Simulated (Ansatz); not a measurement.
Ge₂₂PH₃₂, 55 atoms. Hardware: 11 threads of AMD EPYC 7R13 on a shared host and a whole NVIDIA H100 80GB HBM3.

The 6-31G sets use Cartesian d functions. Single mean-field runs in 6-31G, def2-SVP, def2-mTZVP are fitted with def2-universal-jkfit.

**Question.** How many basis functions does each of these Ansatz runs have, and roughly what does it cost? HF/6-31G, charge 0 doublet, energy; PBE-D4/def2-SVP, charge -1 singlet at the geometry of the charge 0 doublet, energy, from earlier orbitals; r2SCAN-D4/def2-mTZVP, charge 0 doublet, energy, from earlier orbitals; PBE-D4/def2-SVP, charge 0 doublet, relaxation, 41 steps; PBE-D4/def2-SVP, charge 1 singlet at the geometry of the charge 0 doublet, energy, from earlier orbitals; PBE0-D4/def2-SVP, charge -1 singlet at the geometry of the charge 0 doublet, energy; B3LYP-D4/def2-SVP, charge 1 singlet at the geometry of the charge 0 doublet, energy, from earlier orbitals; B3LYP-D4/def2-SVP, charge -1 singlet at the geometry of the charge 0 doublet, energy, from earlier orbitals; B3LYP-D4/def2-SVP, charge 0 doublet, energy, from earlier orbitals; B3LYP-D4/6-31G, charge 0 doublet, energy; r2SCAN-D4/def2-SVP, charge 0 doublet, energy, from earlier orbitals; PBE-D4/def2-SVP, charge 0 doublet, energy and forces, from earlier orbitals.

**Answer.** Other jobs shared the machine, so times can vary by a factor of up to 3.

```
                                                                                                        run  functions  fitting or Cholesky vectors  wall time  peak host memory (GiB)
  PBE-D4/def2-SVP, charge -1 singlet at the geometry of the charge 0 doublet, energy, from earlier orbitals        882                         6556      6.5 s                     1.6
   PBE-D4/def2-SVP, charge 1 singlet at the geometry of the charge 0 doublet, energy, from earlier orbitals        882                         6556        7 s                     1.6
                        PBE0-D4/def2-SVP, charge -1 singlet at the geometry of the charge 0 doublet, energy        882                         6556       10 s                     1.6
                                PBE-D4/def2-SVP, charge 0 doublet, energy and forces, from earlier orbitals        882                         6556       11 s                     1.8
                                      r2SCAN-D4/def2-mTZVP, charge 0 doublet, energy, from earlier orbitals        910                         6556       12 s                       2
 B3LYP-D4/def2-SVP, charge 1 singlet at the geometry of the charge 0 doublet, energy, from earlier orbitals        882                         6556       13 s                     1.6
                                        r2SCAN-D4/def2-SVP, charge 0 doublet, energy, from earlier orbitals        882                         6556       13 s                       2
B3LYP-D4/def2-SVP, charge -1 singlet at the geometry of the charge 0 doublet, energy, from earlier orbitals        882                         6556       14 s                     1.6
                                                                   B3LYP-D4/6-31G, charge 0 doublet, energy        715                         6556       14 s                     1.6
                                                                         HF/6-31G, charge 0 doublet, energy        715                         6556       16 s                     1.5
                                         B3LYP-D4/def2-SVP, charge 0 doublet, energy, from earlier orbitals        882                         6556       21 s                     1.6
                                                    PBE-D4/def2-SVP, charge 0 doublet, relaxation, 41 steps        882                         6556    4.6 min                     1.8
```
